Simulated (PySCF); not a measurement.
# Electron correlation in F (fluorine, neutral)

[He] 2s1 2p5 3s1, high-spin 4P determinant (an excited configuration). Calculation: PySCF 2.14, in aug-cc-pCVTZ-DK with one added diffuse shell each of s, p, d, f type (8s7p5d3f, 75 functions); the spin-free X2C one-electron Hamiltonian (Gaussian nucleus). Frozen: nothing; 9 electrons correlated.

MP2 pair energies summed by pair of shells (mhartree):

```tsv
pair	energy	share (%)
2p-2p	-159.10	61.9
1s-1s	-35.80	13.9
2s-2p	-25.38	9.9
1s-2p	-18.09	7.0
2p-3s	-15.95	6.2
1s-2s	-2.61	1.0
2s-3s	-0.18	0.1
1s-3s	-0.09	0.0
```

Total MP2 correlation energy: -257.20 mhartree.

Same-spin part -52.81 and opposite-spin part -204.38 mhartree; SCS-MP2 scales them by 1/3 and 6/5 to -262.86 mhartree.
